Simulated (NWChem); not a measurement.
# WNHF$_{4}$; SMILES [NH]=[W]([F])([F])([F])[F]

Not confirmed as a minimum by frequencies. def2 effective core potentials on W; no spin-orbit coupling.

Task: Give the equilibrium geometry at PBE0/def2-SVP with def2 effective core potentials on W (NWChem) as an XYZ file, with the point group.

Result: point group C4v; any orientation.
```
7

W     -0.0001     0.0001     0.0143
N     -0.0016     0.0013    -1.6891
H     -0.0027     0.0020    -2.7032
F     -0.9851     1.5075     0.4957
F      1.5081     0.9851     0.4932
F      0.9857    -1.5081     0.4918
F     -1.5075    -0.9857     0.4943
```
